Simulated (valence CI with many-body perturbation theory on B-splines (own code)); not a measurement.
Se2+: calculation against measured levels

Level of theory: configuration interaction combined with many-body perturbation theory (CI+MBPT): four valence electrons over a frozen Dirac-Fock core [Ar] 3d10, a basis of 11 s, 11 p, 9 d, 7 f, 5 g, 2 h, 1 i functions for each j, with the one-electron correlation potential Σ1, the two-electron term Σ2, the three-electron term Σ3, Breit, model QED; selected CI, second order for the rest, scaled by the run's own slope (own B-spline code, finite nucleus).

Set against measurement, 29 paired levels are off by 223 cm⁻¹ on average, the worst by 778. These come from a selection out of Moore, Atomic Energy Levels, vol. II, NSRDS-NBS 35 (1971 reprint of NBS Circular 467, 1952), an old analysis. Levels without a partner in it may be off by more. Among the levels kept, up to 460 cm⁻¹ of a level comes from second order outside the variational space, and about a tenth of that is noise between levels of different J, which matters for small intervals.

Measured levels: Moore, Atomic Energy Levels, vol. II, NSRDS-NBS 35 (1971 reprint of NBS Circular 467, 1952). Pairs share parity and J, and are chosen by configuration, term and nearness in energy; levels without a clear partner are left out. The analysis is old, and some levels have since been revised. Energies in cm⁻¹ above the measured ground level. The last column is blank where CI alone has no clear partner.

Names give the largest LS component (configuration and term), which can be under half, so a name can repeat, a term be missing and a line seem to break the LS rules; names also repeat where a configuration has a term twice. Letters in brackets count levels of one name in rising energy.

```csv
Computed label,Label in the source,Measured,Computed,Difference,"CI alone, difference"
4s2 4p2 3P_0,4s2 4p2 3P,0,0.0,0,0
4s2 4p2 3P_1,4s2 4p2 3P,1741,1737.4,-4,-104
4s2 4p2 3P_2,4s2 4p2 3P,3937,3926.3,-11,-187
4s2 4p2 1D_2,4s2 4p2 1D,13032,13012.0,-20,-121
4s 4p3 3D°_2,4s 4p3 3D°,92723,92453.4,-270,-3284
4s 4p3 3P°_0,4s 4p3 3P°,106482,106197.9,-284,-3055
4s 4p3 3P°_2,4s 4p3 3P°,106515,106226.9,-288,-3067
4s 4p3 3P°_1,4s 4p3 3P°,106591,106308.6,-282,-3061
4s2 4p 4d 1D°_2,4s 4p3 1D°,112565,112229.2,-336,-3072
4s2 4p 5s 3P°_0,4s2 4p(2P°) 5s 3P°,126276.9,126198.2,-79,-2086
4s2 4p 5s 3P°_1,4s2 4p(2P°) 5s 3P°,126781.4,126701.4,-80,-2049
4s2 4p 5s 3P°_2,4s2 4p(2P°) 5s 3P°,130391,130301.7,-89,-2306
4s2 4p 5s 1P°_1,4s2 4p(2P°) 5s 1P°,131655.9,131560.8,-95,-1913
4s2 4p 5p 1P_1,4s2 4p(2P°) 5p 1P,150761.1,150569.3,-192,-2444
4s2 4p 5p 3D_1,4s2 4p(2P°) 5p 3D,153211.4,153020.1,-191,-2460
4s2 4p 5p 3D_2,4s2 4p(2P°) 5p 3D,153520.9,153332.0,-189,-2432
4s2 4p 5p 3P_0,4s2 4p(2P°) 5p 3P,154783,154605.2,-178,-2380
4s2 4p 5p 3P_1,4s2 4p(2P°) 5p 3P,156360.4,156173.8,-187,-2515
4s2 4p 5p 3D_3,4s2 4p(2P°) 5p 3D,156692.9,156493.4,-199,-2593
4s2 4p 5p 3P_2,4s2 4p(2P°) 5p 3P,157874.2,157688.0,-186,-2540
4s2 4p 5p 3S_1,4s2 4p(2P°) 5p 3S,159302.9,159118.7,-184,-2509
4s2 4p 5p 1D_2,4s2 4p(2P°) 5p 1D,161170.2,160984.9,-185,-2455
4s2 4p 5d 3F°_2,4s2 4p(2P°) 5d 3F°,188429.2,188126.5,-303,-2859
4s2 4p 5d 3F°_3,4s2 4p(2P°) 5d 3F°,189647.9,189353.1,-295,-2856
4s2 4p 5d 3F°_4,4s2 4p(2P°) 5d 3F°,191593.6,192371.4,+778,-2004
4s2 4p 6s 1P°_1,4s2 4p(2P°) 6s 1P°,192161.8,191681.2,-481,-2819
4s2 4p 5d 1D°_2,4s2 4p(2P°) 5d 1D°,193304.4,193018.2,-286,-2809
4s2 4p 5d 3P°_2 [b],4s2 4p(2P°) 5d 3P°,194727,194451.4,-276,-2797
4s2 4p 5d 3P°_1,4s2 4p(2P°) 5d 3P°,194950.5,194664.1,-286,-2831
4s2 4p 5d 1F°_3,4s2 4p(2P°) 5d 1F°,196845.4,196603.4,-242,-2677
```

Over 29 excited levels the mean absolute difference is 223 cm⁻¹, the median 192 and the largest 778. For the 29 levels that pair on every rung the mean is CI alone 2355, + Σ1 1072, + Σ2 94, + Σ3 128, + Breit 229, + QED 223. The comparison draws on a selection of the measured levels: 30 of the 87 computed ones have a partner in it, and others may be off by more.
